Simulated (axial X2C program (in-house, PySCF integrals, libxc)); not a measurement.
Bond lengths and stretching modes, held linear, of FCuF⁻

Computed with an axial X2C code built on PySCF integrals: two-component X2C with atomic mean-field Coulomb and Gaunt terms, Gaussian nuclei, basis F dyall-av3z, Cu dyall-v3z with contracted cores. Spin-free rows use the one-electron spin-free X2C Hamiltonian.

Masses F 18.998, Cu 62.930, F 18.998 u. States: 2c Ω = 0 (all partner blocks equally filled); spin-free M_S = 0, Λ = 0 (closed shell).

HF, spin-free: energies above the lowest point

```tsv
r(F–Cu) (Å)	r(Cu–F) (Å)	E (meV)
1.7423	1.7423	108.90
1.7423	1.7870	66.40
1.7423	1.8317	57.99
1.7870	1.7423	66.40
1.7870	1.7870	22.07
1.7870	1.8317	11.88
1.7870	1.8763	27.84
1.8317	1.7423	57.99
1.8317	1.7870	11.88
1.8317	1.8317	0.00
1.8763	1.7870	27.84
1.8763	1.8763	27.35
```

Task: Fit a quadratic surface with cubic terms in each bond: where is the minimum, and what are the two stretching wavenumbers?

Result: At HF, spin-free: bonds 1.827 and 1.827 Å; harmonic stretches 426.9 and 574.9 cm⁻¹; force constants 2.17, 2.17 and coupling -0.13 mdyn/Å.

The other levels and Hamiltonians give:

| Hamiltonian | level | r(F–Cu) (Å) | r(Cu–F) (Å) | lower stretch (cm⁻¹) | upper stretch (cm⁻¹) |
| --- | --- | --- | --- | --- | --- |
| 2c | PBE0 | 1.786 | 1.786 | 495.6 | 617.6 |
| 2c | HF | 1.828 | 1.828 | 426.4 | 574.2 |
| 2c | BHandHLYP | 1.791 | 1.791 | 487.9 | 619.1 |
| 2c | MP2 | 1.765 | 1.765 | 540.9 | 646.5 |
| spin-free | PBE0 | 1.786 | 1.786 | 495.8 | 617.9 |
| spin-free | BHandHLYP | 1.791 | 1.791 | 488.2 | 619.4 |
| spin-free | MP2 | 1.764 | 1.764 | 541.3 | 647.0 |

Each state is one determinant, the lowest of a limited PBE0 search; the stretches come from a fit to these few points and carry an uncertainty of a few per cent. Other orders of the atoms were not compared. The levels spread by more than a fifth, so the stretches depend strongly on the method. MP2 freezes inner shells (threshold -2 hartree). For an anion the highest level of a functional can be positive, and the basis then holds the extra electron. The molecule was held linear; bending was not examined, so a bent shape may lie lower.
